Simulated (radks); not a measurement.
The sulfur anion S2-, [Ar], held by a Watson sphere: a shell of charge +2 at radius R that stands for the Madelung well of a crystal (potential energy -2/R inside, -2/r outside, in hartree with lengths in bohr). Method: non-relativistic Kohn-Sham, LB94 model potential, spin-unpolarised, spherical densities, point nucleus; computed with a radial shooting solver on a logarithmic mesh with Libxc functionals. Response by self-consistent Sternheimer equations with the Hartree and adiabatic LDA kernel. The sphere does not respond.

| R (bohr) | e(2p) (eV) | e(3s) (eV) | e(3p) (eV) | <r> 3p (bohr) | sum of <r^2> (bohr^2) | X-ray form factor at sin(theta)/lambda = 0.1 1/angstrom | alpha (bohr^3) |
|---|---|---|---|---|---|---|---|
| 2.02 | -168.48 | -22.598 | -12.857 | 2.078 | 39.80 | 15.532 | 23.50 |
| 2.5 | -167.93 | -20.935 | -11.556 | 2.198 | 44.08 | 15.333 | 30.77 |
| 2.59 | -167.82 | -20.650 | -11.313 | 2.218 | 44.84 | 15.300 | 32.35 |
| 2.85 | -167.45 | -19.875 | -10.630 | 2.273 | 46.96 | 15.213 | 37.31 |
| 3.8 | -165.92 | -17.577 | -8.429 | 2.433 | 53.63 | 14.982 | 60.34 |
| 4.2 | -165.29 | -16.811 | -7.656 | 2.483 | 56.01 | 14.917 | 72.35 |
| 4.49 | -164.86 | -16.314 | -7.148 | 2.515 | 57.61 | 14.879 | 81.95 |
